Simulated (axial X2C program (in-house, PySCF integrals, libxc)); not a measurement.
**Worked dissociation energy of MoH: CCSD(T), with spin–orbit coupling**

All values were computed with an in-house all-electron X2C program for linear molecules (integrals from PySCF). Two-component (2c) means X2C with spin–orbit coupling and atomic mean-field two-electron Coulomb and Gaunt terms. Basis: Mo dyall-cv3z [11s12p9d5f3g], H dyall-v3z [6s2p1d] (cores contracted in-house); Gaussian nuclei, density fitting, unrestricted open shells. Masses: Mo 97.905 u, H 1.008 u.

Molecular state: Ω = 5/2 (⟨Sz⟩ = 2.50, ⟨Lz⟩ = 0.00 at HF).

Correlated methods: 15 electrons correlated (number of frozen shells: Mo 3 s, 2 p, 1 d; H none), 225 virtual spin orbitals or spinors in MP2, 140 natural virtuals in coupled cluster.

| Item | Value |
| --- | --- |
| E(Mo) (2M_J = 6) | -4045.036741 hartree |
| E(H) (2M_J = 1) | -0.500004 hartree |
| E(MoH) at Re | -4045.625594 hartree |
| ωe | 1764.8 cm⁻¹ |
| ωexe | 28.3 cm⁻¹ |

Problem. Work out De and D0.

Solution. De = -4045.036741 + (-0.500004) − (-4045.625594) = 0.08885 hartree = 2.418 eV. The zero-point energy is ωe/2 − ωexe/4 = 875 cm⁻¹ = 0.109 eV, so D0 = 2.309 eV.

One determinant describes the state; a PBE0 search over occupations chose it and may have missed a lower one. Dissociation energies refer to the lowest single-determinant-based atoms at the same level and basis. CCSD and (T) use frozen natural virtuals with an MP2 correction for the truncation; (T) itself is uncorrected, so its De runs slightly low. With several unpaired electrons one determinant need not be a pure state. This is the top spin component of a Σ state; components of lower Ω are not single determinants and can lie lower. The determinant is spin-polarised beyond a pure state at some levels (its spin-free form has ⟨S²⟩ too high), which makes Re and μ there less reliable.

Each atomic determinant is the lowest at this level and need not be a pure J level. Totals compare only within one Hamiltonian and basis.
